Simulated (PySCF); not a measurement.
A GIAO shielding run with PySCF (density fitting, non-relativistic, gas phase) on `C=C(C)/C=C\[C@H]1COBO1`, C7H11BO2:

```
$ OMP_NUM_THREADS=1 python probes_run.py task.json out

{"job": {"kind": "nmr", "xc": "B3LYP", "basis": "pcSseg-1", "pop": false}, "charge": 0, "multiplicity": 1}
C     -3.620815     0.603210    -0.878410
C     -2.356534     0.177929    -0.696252
C     -2.083821    -1.102505     0.039479
C     -1.269062     0.997623    -1.240094
C      0.066792     0.844630    -1.209149
C      0.910891    -0.236619    -0.617459
C      1.364291    -1.299177    -1.652035
O      2.757297    -1.450591    -1.446441
B      3.161466    -0.462235    -0.601759
O      2.142330     0.310627    -0.137419
H     -3.836434     1.536688    -1.405251
H     -4.474437     0.032282    -0.504627
H     -1.548010    -0.917126     0.983932
H     -3.022657    -1.616473     0.286218
H     -1.468569    -1.792715    -0.559102
H     -1.624936     1.883572    -1.776909
H      0.667426     1.604135    -1.723270
H      0.414020    -0.716702     0.236176
H      1.179034    -0.964562    -2.686328
H      0.853201    -2.263607    -1.508115
H      4.309302    -0.291193    -0.296405
```

Hardware: 1 thread of an Arm Neoverse N1, shared host. The job also computes ring-centre shieldings.

Question: How large is the calculation?

Answer: 74 electrons, 225 basis functions and 1157 auxiliary functions.

Question: How long does it take, and how much memory does it need?

Answer: 80 s of wall time, with 15 SCF cycles and 4 response iterations; peak memory 1.1 GiB. Times on a shared host scatter by some tens of per cent.

Question: And these other runs on the same molecule and hardware: GIAO shielding at PBE0/pcSseg-1?

Answer: PBE0/pcSseg-1: 225 functions, 84 s.
